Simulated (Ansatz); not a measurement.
Relaxation of Cl2FSi (4 atoms, charge -1, multiplicity 1), to a largest force component of 0.015 eV/Å in at most 40 steps.

These are results of RKS PBE0-D4/def2-TZVP in Ansatz 0.2.0, not measurements.

```xyz
4
Properties=species:S:1:pos:R:3
F 1.154 -0.302 0.929
Si 0.163 -0.677 -0.347
Cl -1.708 -0.300 0.756
Cl 0.391 1.279 -1.337
```

Question: Where does it end, and by what steps?

Answer: The forces met the threshold. Limits of this set-up: an anion without diffuse functions, the dipole of an ion depends on the origin. After 5 steps the energy has fallen by 0.012 eV; F1 moved furthest, 0.04 Å.

```tsv
step	energy less start (eV)	largest force component (eV/Å)	accepted
0	0.0000	0.245	yes
1	-0.0067	0.247	yes
2	-0.0105	0.145	yes
3	-0.0112	0.102	yes
4	-0.0116	0.034	yes
5	-0.0117	0.003	yes
```

```xyz
4
Properties=species:S:1:pos:R:3
F 1.182 -0.327 0.939
Si 0.183 -0.679 -0.328
Cl -1.729 -0.284 0.738
Cl 0.363 1.290 -1.348
```

Whether the end is a true minimum wasn't checked by a vibrational analysis.

Time of the run: 18 s on 2 threads of Arm Neoverse V1, with other jobs on the host, peak memory 0.32 GiB.
